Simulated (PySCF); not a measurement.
PySCF input file for Si(F)(Cl)(vinyl)(NH2) (C2H5ClFNSi), SMILES C=C[Si](N)(F)Cl, TDDFT-PBE/def2-SVPD. Geometry: B3LYP-D3(BJ)/def2-SVP. The structure was generated by enumeration, and PubChem lists no compound with its InChIKey, so it may never have been made. The values are those of a single conformer.

```python
import numpy as np
from pyscf import gto, scf, dft, tdscf

mol = gto.M(
    atom='''
    C    -2.23971199    0.56526758   -1.27024879
    C    -1.53161743   -0.39203400   -0.65492918
    Si    0.23795771   -0.15582525   -0.17950627
    N     0.93881092    1.15495218   -1.01835042
    F     0.98885758   -1.57892630   -0.43873126
    Cl    0.48555281    0.22465602    1.84037044
    H    -1.79391678    1.53656081   -1.51057294
    H    -3.28810367    0.42342328   -1.55529532
    H    -2.01625427   -1.34923697   -0.42529420
    H     1.72228649    1.66250616   -0.62039416
    H     0.94676445    1.17541804   -2.03355098
    ''',
    basis='def2-SVPD',
    charge=0,
    spin=0,
    max_memory=1600,
    verbose=4,
)
mf = dft.RKS(mol, xc='pbe').density_fit(auxbasis='def2-universal-jkfit')
mf.grids.level = 3
mf.conv_tol = 1e-9
mf.max_cycle = 100
mf.kernel()
mf.grids = dft.Grids(mol).set(level=1).build(with_non0tab=True)  # coarser grid for the response kernel
td = tdscf.TDDFT(mf)
td.singlet = True
td.nstates = 10
td.conv_tol = 1e-4
td.positive_eig_threshold = 1e-6
td.kernel(x0=td.get_init_guess(mf, 15))
td.analyze()
tt = tdscf.TDA(mf)
tt.singlet = False
tt.nstates = 4
tt.conv_tol = 1e-4
tt.positive_eig_threshold = 1e-6
tt.kernel(x0=tt.get_init_guess(mf, 9))
tt.analyze(verbose=3)
```

It prints:

```
PySCF version 2.14.0

[INPUT] verbose = 4
[INPUT] num. atoms = 11
[INPUT] num. electrons = 64
[INPUT] charge = 0
[INPUT] spin (= nelec alpha-beta = 2S) = 0
[INPUT] symmetry False subgroup None
[INPUT] Mole.unit = angstrom
[INPUT] Symbol           X                Y                Z      unit          X                Y                Z       unit  Magmom
[INPUT]  1 C     -2.239711990000   0.565267580000  -1.270248790000 AA   -4.232442259005   1.068200913296  -2.400422323160 Bohr   0.0
[INPUT]  2 C     -1.531617430000  -0.392034000000  -0.654929180000 AA   -2.894337470310  -0.740836891518  -1.237636781186 Bohr   0.0
[INPUT]  3 Si     0.237957710000  -0.155825250000  -0.179506270000 AA    0.449674901129  -0.294467045792  -0.339217687942 Bohr   0.0
[INPUT]  4 N      0.938810920000   1.154952180000  -1.018350420000 AA    1.774095521551   2.182543307169  -1.924403392636 Bohr   0.0
[INPUT]  5 F      0.988857580000  -1.578926300000  -0.438731260000 AA    1.868670002400  -2.983738277873  -0.829081923685 Bohr   0.0
[INPUT]  6 Cl     0.485552810000   0.224656020000   1.840370440000 AA    0.917561829913   0.424538350035   3.477796099345 Bohr   0.0
[INPUT]  7 H     -1.793916780000   1.536560810000  -1.510572940000 AA   -3.390011404462   2.903679104640  -2.854569147779 Bohr   0.0
[INPUT]  8 H     -3.288103670000   0.423423280000  -1.555295320000 AA   -6.213615405477   0.800154033965  -2.939082197618 Bohr   0.0
[INPUT]  9 H     -2.016254270000  -1.349236970000  -0.425294200000 AA   -3.810168367785  -2.549688350438  -0.803689560366 Bohr   0.0
[INPUT] 10 H      1.722286490000   1.662506160000  -0.620394160000 AA    3.254649774138   3.141681322802  -1.172375051680 Bohr   0.0
[INPUT] 11 H      0.946764450000   1.175418040000  -2.033550980000 AA    1.789125514974   2.221218177473  -3.842854412541 Bohr   0.0

nuclear repulsion = 368.198689345849
number of shells = 74
number of NR pGTOs = 260
number of NR cGTOs = 174
basis = def2-SVPD
ecp = {}


[settings echo left out]
init E= -982.986268516024
  HOMO = -0.324279308518196  LUMO = -0.125814281983551  gap/eV = 5.40051
cycle= 1 E= -982.532629605475  delta_E= 0.454  |g|= 0.745  |ddm|= 4.78
  HOMO = -0.155428880705289  LUMO = -0.0256097197733318  gap/eV = 3.53256
cycle= 2 E= -982.277974388859  delta_E= 0.255  |g|= 1.37  |ddm|= 2.48
  HOMO = -0.253415240943815  LUMO = -0.0647534339502949  gap/eV = 5.13375
cycle= 3 E= -982.645948223842  delta_E= -0.368  |g|= 0.169  |ddm|= 1.59
  HOMO = -0.253146604486378  LUMO = -0.0768801488490403  gap/eV = 4.79645
cycle= 4 E= -982.652144492597  delta_E= -0.0062  |g|= 0.0434  |ddm|= 0.247
  HOMO = -0.248659457054118  LUMO = -0.0749946026005621  gap/eV = 4.72566
cycle= 5 E= -982.652445248262  delta_E= -0.000301  |g|= 0.0221  |ddm|= 0.0761
  HOMO = -0.250825435700227  LUMO = -0.0744235551301613  gap/eV = 4.80014
cycle= 6 E= -982.652557800329  delta_E= -0.000113  |g|= 0.00523  |ddm|= 0.0309
  HOMO = -0.250542992430693  LUMO = -0.0744691336576011  gap/eV = 4.79121
cycle= 7 E= -982.652563240758  delta_E= -5.44e-06  |g|= 0.0023  |ddm|= 0.00798
  HOMO = -0.250571495611984  LUMO = -0.0744854571495459  gap/eV = 4.79155
cycle= 8 E= -982.652564355996  delta_E= -1.12e-06  |g|= 0.000957  |ddm|= 0.00292
  HOMO = -0.250660648612868  LUMO = -0.0744771217322548  gap/eV = 4.79420
cycle= 9 E= -982.6525646068  delta_E= -2.51e-07  |g|= 0.000151  |ddm|= 0.0013
  HOMO = -0.250651845975565  LUMO = -0.0744825428755238  gap/eV = 4.79381
cycle= 10 E= -982.652564612758  delta_E= -5.96e-09  |g|= 2.17e-05  |ddm|= 0.000287
  HOMO = -0.250653545840611  LUMO = -0.0744815308762101  gap/eV = 4.79388
cycle= 11 E= -982.6525646128  delta_E= -4.16e-11  |g|= 1.98e-05  |ddm|= 7.43e-05
  HOMO = -0.250652665736478  LUMO = -0.0744836488716483  gap/eV = 4.79380
Extra cycle  E= -982.652564612674  delta_E= 1.26e-10  |g|= 3.01e-05  |ddm|= 8.41e-05
converged SCF energy = -982.652564612674
tot grids = 45872
Overwritten attributes  positive_eig_threshold  of <class 'pyscf.tdscf.rks.CasidaTDDFT'>


******** <class 'pyscf.tdscf.rks.CasidaTDDFT'> for <class 'pyscf.df.df_jk.DFRKS'> ********
nstates = 10 singlet
deg_eia_thresh = 1.000e-03
wfnsym = None
conv_tol = 0.0001
eigh lindep = 1e-12
eigh level_shift = 0
eigh max_cycle = 100


Excitation energies (eV)
[4.82870623 5.87474996 5.9804594  6.44167299 6.50658945 6.8060067
 7.03670365 7.17819655 7.36962896 7.53272549]

** Singlet excitation energies and oscillator strengths **
Excited State   1:      4.82871 eV    256.76 nm  f=0.0025
      32 -> 33       -0.70504
Excited State   2:      5.87475 eV    211.05 nm  f=0.0379
      28 -> 33        0.13566
      30 -> 33        0.61000
      31 -> 33        0.32459
Excited State   3:      5.98046 eV    207.32 nm  f=0.0130
      29 -> 33        0.65938
      30 -> 33        0.13510
      31 -> 33       -0.20658
Excited State   4:      6.44167 eV    192.47 nm  f=0.0062
      28 -> 33       -0.26321
      30 -> 33        0.12145
      31 -> 33       -0.10226
      32 -> 34       -0.62871
Excited State   5:      6.50659 eV    190.55 nm  f=0.0302
      28 -> 33        0.57581
      29 -> 33        0.12600
      30 -> 33       -0.18703
      31 -> 33        0.12523
      32 -> 34       -0.31319
Excited State   6:      6.80601 eV    182.17 nm  f=0.0183
      31 -> 34        0.70406
Excited State   7:      7.03670 eV    176.20 nm  f=0.2247
      27 -> 33       -0.10569
      28 -> 33       -0.25022
      29 -> 33        0.18312
      30 -> 33       -0.20574
      31 -> 33        0.48751
      31 -> 35        0.15667
      32 -> 35        0.18178
Excited State   8:      7.17820 eV    172.72 nm  f=0.0327
      31 -> 33       -0.13879
      32 -> 35        0.66990
Excited State   9:      7.36963 eV    168.24 nm  f=0.0345
      30 -> 34       -0.68957
      31 -> 35       -0.10139
Excited State  10:      7.53273 eV    164.59 nm  f=0.0024
      29 -> 34       -0.29377
      32 -> 36       -0.63208

** Transition electric dipole moments (AU) **
state          X           Y           Z        Dip. S.      Osc.
  1         0.0911      0.1102     -0.0270      0.0212      0.0025
  2        -0.3587      0.0145     -0.3665      0.2632      0.0379
  3         0.2133     -0.0798      0.1915      0.0885      0.0130
  4        -0.1163      0.1421      0.0761      0.0395      0.0062
  5        -0.3850      0.2002     -0.0370      0.1897      0.0302
  6         0.1154      0.0193      0.3104      0.1100      0.0183
  7        -0.9013      0.4669     -0.5224      1.3033      0.2247
  8         0.4204     -0.0677      0.0672      0.1859      0.0327
  9        -0.3404     -0.1948      0.1925      0.1908      0.0345
 10         0.0966     -0.0196      0.0580      0.0131      0.0024

** Transition velocity dipole moments (imaginary part, AU) **
state          X           Y           Z        Dip. S.      Osc.
  1         0.0178      0.0202     -0.0070      0.0008      0.0029
  2        -0.0751      0.0032     -0.0797      0.0120      0.0371
  3         0.0467     -0.0158      0.0410      0.0041      0.0125
  4        -0.0329      0.0395      0.0173      0.0029      0.0083
  5        -0.0922      0.0517     -0.0043      0.0112      0.0312
  6         0.0288      0.0077      0.0842      0.0080      0.0213
  7        -0.2341      0.1193     -0.1345      0.0871      0.2246
  8         0.1088     -0.0178      0.0204      0.0126      0.0318
  9        -0.0919     -0.0529      0.0542      0.0142      0.0349
 10         0.0219     -0.0021      0.0163      0.0007      0.0018

** Transition magnetic dipole moments (imaginary part, AU) **
state          X           Y           Z
  1        -0.0368      0.0935      0.0144
  2        -0.0245     -0.1863      0.3006
  3         0.0469      0.0658     -0.2203
  4        -0.1121     -0.4616     -0.4700
  5        -0.5385      0.3785     -0.3762
  6        -0.0273     -0.6087      0.0051
  7        -0.3113     -0.0730      0.7294
  8         0.0249      0.0357     -0.0355
  9        -0.2203      0.2204      0.3260
 10        -0.1974      0.0340     -0.0201
Overwritten attributes  positive_eig_threshold  of <class 'pyscf.tdscf.rks.TDA'>


******** <class 'pyscf.tdscf.rks.TDA'> for <class 'pyscf.df.df_jk.DFRKS'> ********
nstates = 4 triplet
deg_eia_thresh = 1.000e-03
wfnsym = None
conv_tol = 0.0001
eigh lindep = 1e-12
eigh level_shift = 0
eigh max_cycle = 100


Excitation energies (eV)
[4.26387135 4.77084721 5.52004984 5.92411356]

** Triplet excitation energies and oscillator strengths **
Excited State   1:      4.26387 eV    290.78 nm  f=0.0000
Excited State   2:      4.77085 eV    259.88 nm  f=0.0000
Excited State   3:      5.52005 eV    224.61 nm  f=0.0000
Excited State   4:      5.92411 eV    209.29 nm  f=0.0000
```

The calculation finished and met its thresholds.

Cost: very roughly 2.2 core-minutes.
